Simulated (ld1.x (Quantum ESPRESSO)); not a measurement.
Results of a calculation; reference values are marked as such.
## Pseudopotentials across the periodic table

Generated with ld1.x 7.5 (TM, RRKJ, ultrasoft, PAW), atompaw 4.2 or ONCVPSP 4.0.1. The cutoff is in Ry: for ld1.x and atompaw files where the sum of valence levels is converged to 10 mRy in a Bessel basis, for ONCV files where the hardest occupied wave has 1 mHa per electron of residual kinetic energy. The error is the largest all-electron minus pseudo excitation energy over each file’s own four to seven test configurations (ionisations up to +4, promotions, holes and added fractions of an electron), all of which were solved. The labels leave out finer settings (local radius, basis sizes, second energies), which also bear on the numbers. Spin-polarised tests are not counted. The rows are a selection from randomly drawn settings: files with unsolved tests, undetermined cutoffs or missed reference levels are left out.

A true bound ghost makes a file unfit for plane-wave use even where its test errors are small: the radial tests pick states by their node count and pass the ghost by.

```csv
element,potential,cutoff (Ry),largest error (meV),bound ghosts
O,"TM semilocal, PBE, scalar-relativistic, rc 0.65/1.50 (sp), local s, core correction yes, reference 2s1.5 2p4.5",140,+2489,none
Cu,"TM, PBE, scalar-relativistic, rc 0.90/1.10/1.05 (spd), local smoothed, core correction yes, reference 3s2 3p6 3d10 4s0 4p0",200,+620,none
In,"RRKJ, LDA (PZ), scalar-relativistic, rc 2.05/2.85 (sp), local smoothed, core correction no, reference 5s2 5p1",25,+164,none
Ta,"TM, PBE, fully relativistic, rc 3.00/2.85/2.90 (spd), local s, core correction no, reference 5d3 6s2 6p0",21,+463,none
Pb,"TM, PBEsol, fully relativistic, rc 1.85/2.40/1.95 (spd), local s, core correction no, reference 5d10 6s2 6p1",50,-194,none
```

**Question.** Fill in the row for Te: RRKJ, LDA (PZ), scalar-relativistic, rc 1.80/1.55/1.15 (spd), local smoothed, core correction yes, reference 4d10 5s2 5p4.

**Answer.** cutoff 100 Ry, largest error -333 meV, bound ghosts: s, p.
